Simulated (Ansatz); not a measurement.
Reaction (ligand exchange at a B–C bond): `BBC` + `[OH][AlH2]` → `BB[O][AlH2]` + CH₄

Gas-phase electronic energies from Ansatz, PBE0-D4/def2-TZVP geometries. CBS: MP2 limit from def2 TZ/QZ plus the TZ coupled-cluster correction, frozen cores. This one scheme is used for every species. Functionals use def2-TZVPP. B3LYP here is the variant with VWN-RPA as its local correlation; programs differ in this. Each species was taken in one conformer, which may not be the lowest.

`BBC`:

```xyz
9

B    -0.048   -1.615   -0.012
B     0.109   -0.063   -0.514
C    -0.071    1.243    0.327
H     0.870   -2.241    0.442
H    -1.085   -2.214   -0.113
H     0.433    0.088   -1.670
H    -0.487    1.121    1.327
H     0.930    1.686    0.432
H    -0.652    1.994   -0.219
```

`[OH][AlH2]`:

Z-matrix (Å, degrees):
```
Al
O 1 1.696
H 1 1.585 2 119.7
H 1 1.577 2 116.0 3 -180.0
H 2 0.956 1 123.4 3 -0.0
```

`BB[O][AlH2]`:

```xyz
9

B    -0.094    0.956   -1.808
B    -0.641   -0.138   -0.665
O    -0.081   -0.366    0.533
Al    0.572   -0.705    2.046
H    -0.504    2.084   -1.859
H     0.668    0.640   -2.680
H    -1.635   -0.780   -0.955
H     0.050    0.149    3.265
H     1.664   -1.840    2.122
```

CH₄:

Z-matrix (Å, degrees):
```
C
H 1 1.090
H 1 1.090 2 109.5
H 1 1.090 2 109.5 3 -120.0
H 1 1.090 2 109.5 3 120.0
```

Question: Is it downhill or uphill in electronic energy at CCSD(T)/CBS, and by how much? (Best estimate.)

Answer: The calculation gave: Downhill: ΔE = -124.5 kJ/mol.

Question: What do these levels give: BLYP-D4, B97M-V, B3LYP-D4, r2SCAN0-D4, BHLYP-D4, B2PLYP, BLYP, RPA@PBE/def2-TZVPP, CCSD/def2-SVP, CCSD(T)/def2-SVP, MP2/CBS(def2), CCSD/CBS(def2)? (Estimate.)

Answer: The calculation gave: BLYP-D4 -127.9, B97M-V -123.4, B3LYP-D4 -129.5, r2SCAN0-D4 -123.9, BHLYP-D4 -133.9, B2PLYP -129.2, BLYP -127.1, RPA@PBE/def2-TZVPP -128.5, CCSD/def2-SVP -145.7, CCSD(T)/def2-SVP -146.3, MP2/CBS(def2) -124.3, CCSD/CBS(def2) -125.0 kJ/mol.

Largest T1 diagnostic among the species: 0.014.

In def2-TZVPP, CCSD(T) changes the Hartree–Fock value by +12.5 kJ/mol (the triples alone add +0.6 kJ/mol) and MP2 by +12.7 kJ/mol. From BLYP to BHLYP (50 % exact exchange), in def2-TZVPP and without D4, ΔE moves by −5.5 kJ/mol.
